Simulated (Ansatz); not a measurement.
A nudged elastic band was laid between two geometries of BClFH3O (7 atoms, charge 0, multiplicity 1).

All numbers below come from Ansatz 0.2.0, RKS PBE0-D4/def2-SVP.

```yaml
movable_images: 5
climbing_image: from the first iteration
spring: 5.0 eV/Å²
optimiser: lbfgs
start_path: through a guess of the saddle point
force_threshold: 0.05 eV/Å
iteration_limit: 60
end_points: relaxed
```

First end point:

```xyz
7
Properties=species:S:1:pos:R:3
B 0.023 0.054 0.154
F -0.133 -0.693 1.280
Cl 1.626 -0.217 -0.704
H -0.937 0.180 -0.567
O 0.287 1.587 0.817
H 1.231 1.748 0.639
H 0.201 1.467 1.776
```

Last end point:

```xyz
7
Properties=species:S:1:pos:R:3
B 0.261 0.510 -0.370
F -0.314 -0.220 2.405
Cl 1.671 -0.188 -1.153
H -0.841 0.121 -0.634
O 0.410 1.519 0.522
H 1.332 1.782 0.646
H -0.221 0.602 1.979
```

Q: What changes between the two ends?

A: Bonds broken: B1–F2, O5–H7. Bonds formed: F2–H7. BClFH3O becomes BClH2O + FH.

Q: What energy profile does the band end with?

A: The run converged. The highest image is number 3 of 0 to 6, 0.96 eV above the first end and 0.53 eV above the last; the last end lies 0.43 eV above the first. Another band between the same ends (5 images) ends at a top of the same energy, where a vibrational analysis finds 1 clearly imaginary mode. The orbitals stay closed-shell, which can raise the energy where a bond breaks towards radicals; this wasn't checked here.

| image | path coordinate (Å) | energy (eV) | B1–F2 (Å) | O5–H7 (Å) | F2–H7 (Å) |
| --- | --- | --- | --- | --- | --- |
| 0 | 0.00 | 0.00 | 1.36 | 0.97 | 2.24 |
| 1 | 0.33 | 0.10 | 1.39 | 0.98 | 1.84 |
| 2 | 0.66 | 0.51 | 1.48 | 1.05 | 1.44 |
| 3 | 0.99 | 0.96 | 1.66 | 1.30 | 1.10 |
| 4 | 1.45 | 0.62 | 2.13 | 1.68 | 0.95 |
| 5 | 1.92 | 0.45 | 2.61 | 1.84 | 0.93 |
| 6 | 2.39 | 0.43 | 2.93 | 1.83 | 0.93 |

Q: What is the geometry of the highest image?

A: 
```xyz
7
Properties=species:S:1:pos:R:3
B 0.108 0.330 0.031
F -0.131 -0.320 1.538
Cl 1.600 -0.349 -0.682
H -0.928 0.207 -0.561
O 0.315 1.622 0.726
H 1.244 1.887 0.683
H 0.088 0.749 1.659
```

The run took 9.6 min on 1 thread of Arm Neoverse V1 (shared host), peak memory 0.15 GiB.
